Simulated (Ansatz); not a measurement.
Harmonic frequencies (cm⁻¹) at PBE0-D4/def2-TZVP from Ansatz: 134, 161, 280, 401, 453, 671, 711, 811, 844, 962, 1006, 1025, 1114, 1169, 1250, 1380, 1544, 2284, 3031, 3082, 3671.

(1) Which molecule is it?
A. `N=C[SiH](O)Br`
B. `[OH][GeH2][CH2]Cl`
C. `N=C(Br)[SiH2]O`
D. `Br[SiH]1NCO1`

## Answers

(1) D.
